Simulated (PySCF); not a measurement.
# Two-component Hartree-Fock for Yb⁺ (ytterbium, charge +1)

Start: [Xe] 4f14 6s1; 6s1/2 filled at m_j = +1/2. Calculated with PySCF 2.14 in x2c-QZVPPall-2c (16s16p12d6f4g1h, 213 functions): generalised Hartree-Fock with the X2C-1e Hamiltonian and a Gaussian nucleus; one run each with spin-orbit coupling (SO) switched off, then screened by Boettger's factors.

```csv
spinor shell,electrons,"ε, spin-free (eV)","ε, screened SO (eV)",weight of nominal j (screened SO),"rms radius, screened SO (bohr)"
1s1/2,2,-61654.4,-61639.2,1.000,0.0223
2s1/2,2,-10583.7,-10579.0,1.000,0.0901
2p1/2,2,-9327.3,-10071.5,1.000,0.0768
2p3/2,4,-9327.3,-9018.9,1.000,0.0838
3s1/2,2,-2447.0,-2445.6,1.000,0.231
3p1/2,2,-2061.1,-2221.6,1.000,0.222
3p3/2,4,-2061.1,-1993.8,1.000,0.237
3d3/2,4,-1588.0,-1617.1,1.000,0.210
3d5/2,6,-1588.0,-1567.7,1.000,0.214
4s1/2,2,-514.44,-514.11,1.000,0.519
4p1/2,2,-385.37,-422.10,1.000,0.531
4p3/2,4,-385.37,-370.01,1.000,0.563
4d3/2,4,-212.38,-218.22,1.000,0.599
4d5/2,6,-212.38,-208.33,1.000,0.611
5s1/2,2,-72.789,-72.753,1.000,1.31
5p1/2,2,-40.466,-45.087,1.000,1.48
5p3/2,4,-40.466,-38.586,1.000,1.60
4f5/2,6,-20.344,-21.198,1.000,0.855
4f7/2,8,-20.344,-19.568,1.000,0.879
6s1/2,1,-11.316,-11.323,1.000,4.00
```

```json
{"quantity": "E (hartree)", "spin-free": "-14049.07088", "screened SO": "-14062.26672"}
{"quantity": "M_J", "spin-free": "1/2", "screened SO": "1/2"}
{"quantity": "⟨J²⟩", "spin-free": "0.750", "screened SO": "0.751"}
{"quantity": "⟨L²⟩", "spin-free": "0.000", "screened SO": "0.107"}
{"quantity": "⟨S²⟩", "spin-free": "0.750", "screened SO": "0.858"}
```

Breit and QED terms are absent; they matter most for the inner s and p1/2 levels.

Densities and radii are taken from the X2C orbitals without a picture-change correction, which distorts them close to the nucleus.

Without spin-orbit coupling the j labels of p, d and f shells carry no meaning; the spin-free column gives the mean over the occupied spinors of each nl shell.
